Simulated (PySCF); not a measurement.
Fine-structure interval of Tc²⁶⁺ by level of theory

Tc²⁶⁺ [Ne] 3s2 3p5 [3p1/2^2 3p3/2^3, M_J = 3/2] → Tc²⁶⁺ [Ne] 3s2 3p5 [3p1/2^1 3p3/2^4, M_J = 1/2], as a difference of total energies. Calculation: PySCF 2.14, in an even-tempered Gaussian basis (19 s from 3.7 bohr⁻², ratio 2.4; 14 p from 4.8 bohr⁻², ratio 2.4; 5 d from 21 bohr⁻², ratio 2.6; 4 f from 31 bohr⁻², ratio 2.6); the two-component X2C-1e Hamiltonian. Correlated levels: 1s2 frozen; the 56 highest virtual spinors dropped. "Screened" scales the spin-orbit matrix elements by Boettger's factors to mimic the two-electron term; Breit and QED terms are absent.

```
                    method  fine-structure interval (cm⁻¹)
 GHF (screened spin-orbit)                          215150
GMP2 (screened spin-orbit)                          216450
     GHF (bare spin-orbit)                          226030
```
